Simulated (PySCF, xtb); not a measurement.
C₅H₄F₂O, SMILES C(=C=C)OC=C(F)F. One conformer was computed; it need not be the lowest.

Harmonic wavenumbers (cm⁻¹) from GFN2-xTB (xtb) at its own minimum, in rising order: 30, 88, 149, 163, 266, 305, 318, 426, 434, 531, 560, 667, 807, 833, 880, 921, 982, 983, 1121, 1171, 1233, 1261, 1314, 1441, 1780, 2080, 3060, 3063, 3064, 3065.

**Question.** What does PBE-D3(BJ)/def2-SVP (PySCF 2.14.0) give at its own minimum? (Estimate from the structure and the level; the computed values follow.)

**Answer.** 22, 97, 141, 192, 266, 296, 350, 473, 537, 578, 595, 697, 749, 835, 873, 933, 968, 993, 1100, 1228, 1271, 1319, 1347, 1428, 1785, 2016, 3025, 3103, 3128, 3137. Paired by order, the mean absolute difference is 32 cm⁻¹ and the zero-point energies are 47.2 and 47.9 kcal/mol.
